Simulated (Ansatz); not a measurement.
CH7FGe2, SMILES `F[CH2][GeH2][GeH3]`. Charge 0, multiplicity 1. The geometry is a stationary point of PBE0-D4/def2-TZVP. It is one conformer, not always the lowest.

```xyz
11

F     0.898   -0.146    2.089
C     1.339    0.613    1.016
Ge    0.634   -0.134   -0.678
Ge   -1.759   -0.448   -0.486
H     2.433    0.611    1.021
H     0.990    1.640    1.155
H     0.973    0.863   -1.803
H     1.342   -1.467   -0.976
H    -2.078   -1.524    0.562
H    -2.423    0.873   -0.063
H    -2.349   -0.881   -1.838
```

(1) What is the dipole moment at r2SCAN/def2-TZVPP? (Estimate.)

(2) And with PBE, B3LYP, ωB97M-V? (Estimate.)

(3) Give the Mulliken charges with r2SCAN, PBE, ωB97M-V in def2-TZVPP. (Best estimate.)

Answers

(1) The calculation gave: 1.38 D, with components (0.57, 0.90, -0.88) D in this frame, pointing from negative to positive charge.

(2) Ansatz gave: PBE 1.31 D, B3LYP 1.44 D, ωB97M-V 1.44 D.

(3) Computed: 
```csv
atom,r2SCAN,PBE,ωB97M-V
F1,-0.24,-0.20,-0.23
C2,0.05,-0.04,-0.08
Ge3,0.04,0.05,0.00
Ge4,0.03,0.01,-0.05
H5,0.08,0.11,0.13
H6,0.07,0.10,0.13
H7,-0.01,-0.01,0.02
H8,-0.01,-0.01,0.03
H9,0.00,0.00,0.03
H10,-0.01,-0.01,0.02
H11,-0.01,0.00,0.02
```

B3LYP here is the variant with VWN-RPA as its local correlation; programs differ in this.
